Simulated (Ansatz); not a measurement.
`[AlH2][CH2]CBr` + H–F → `F[CH2][AlH2]` + `CBr`  (substitution at a C–C bond)

Isolated molecules relaxed with PBE0-D4/def2-TZVP in Ansatz; ΔE leaves out vibrations. CCSD(T)/CBS adds triple-zeta CCSD(T) − MP2 to the extrapolated MP2 energy (def2 sets, frozen cores). This one scheme is used for every species. Functionals use def2-TZVPP. B3LYP here is the variant with VWN-RPA as its local correlation; programs differ in this. For Br outer-core shells are correlated without core-valence functions, which leaves a few kJ/mol of doubt a bond. Scalar relativity is left out up to krypton. Each species was taken in one conformer, which may not be the lowest.

| level | ΔE (eV) |
| --- | --- |
| B3LYP | 0.58 |
| MP2/def2-QZVPP | 0.98 |

(1) What does CCSD(T)/CBS give? (Estimate.)

Largest T1 diagnostic among the species: 0.011.

Answers

(1) Ansatz gave: +0.86 eV. The listed levels differ from it by -0.28, 0.12 eV.

In def2-TZVPP, CCSD(T) changes the Hartree–Fock value by +0.29 eV (the triples alone add +0.04 eV) and MP2 by +0.42 eV. The D4 term adds +0.10 eV with B3LYP and +0.05 eV with PBE0; it sums over pairs of atoms, weighted by their polarisabilities, and B3LYP, whose exchange is more repulsive, gets the larger term. From PBE to PBE0 (25 % exact exchange), in def2-TZVPP and without D4, ΔE moves by +0.05 eV.
